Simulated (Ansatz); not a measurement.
Cost and result for the atomization energy of C$_{2}$H$_{3}$BCl$_{2}$, SMILES `ClB1CC1Cl` (8 atoms, 8 bonds).

The species carries charge 0 and has multiplicity 1. Geometry: relaxed with PBE0-D4/def2-TZVP. Program: Ansatz. All runs use 2 threads of an AMD EPYC 7B13 on a shared host. Times are those of one run each, without the atoms' runs, and a repeat can differ threefold. Electronic energies, without spin–orbit coupling; frozen cores. CCSD(T)/CBS adds CCSD(T) − MP2 in def2-TZVPP to the MP2 limit, and its time is that of the two runs behind it. T1 = 0.011. HSE06 is the plane-wave form, built on full-range PBE exchange.

CCSD(T)/CBS is a level of theory with its own doubt, some kJ/mol a heavy atom from the limit and from the frozen cores, so smaller differences don't rank the functionals.

```
                           level  functions  wall time  atomization (kcal/mol)  difference from CCSD(T)/CBS  per bond
          LDA (SPW92)/def2-TZVPP        219      1.6 s                   839.7                        125.8      15.7
              BLYP-D4/def2-TZVPP        219      2.4 s                   714.7                          0.8       0.1
            revPBE-D4/def2-TZVPP        219      2.4 s                   725.6                         11.7       1.5
             HSE06-D4/def2-TZVPP        219        4 s                   733.6                         19.7       2.5
                CCSD(T)/def2-SVP         93      4.1 s                   682.5                        -31.4      -3.9
         CAM-B3LYP-D4/def2-TZVPP        219      4.3 s                   718.7                          4.8       0.6
           r2SCANh-D4/def2-TZVPP        219      6.5 s                   723.8                          9.9       1.2
             PBE-QIDH/def2-TZVPP        219      6.5 s                   724.6                         10.7       1.3
               B97M-V/def2-TZVPP        219      8.5 s                   728.7                         14.8       1.8
ωB97M-V/def2-TZVPP (with forces)        219       13 s                   724.2                         10.3       1.3
                  MP2/def2-QZVPP        401       20 s                   730.1                         16.2       2.0
              CCSD(T)/def2-TZVPP        219       91 s                   695.4                        -18.5      -2.3
               CCSD(T)/CBS(def2)          –      110 s                   713.9                          0.0       0.0
```

In def2-TZVPP, CCSD(T) changes the Hartree–Fock value by +167.9 kcal/mol (the triples alone add +13.8 kcal/mol) and MP2 by +191.7 kcal/mol; breaking electron pairs costs correlation energy, which Hartree–Fock lacks. From r2SCAN to r2SCAN0 (25 % exact exchange), in def2-TZVPP and without D4, the atomization energy moves by −11.5 kcal/mol: exact exchange takes away binding that semilocal exchange gives to molecules. Leaving LDA and LC-ωPBE aside and taking each functional with its dispersion term where it has one, the values, not all of them listed here, spread over 51.9 kcal/mol, from BHLYP-D4 to PBE-D4. LDA lies +97.6 kcal/mol from PBE without D4, its usual overbinding.
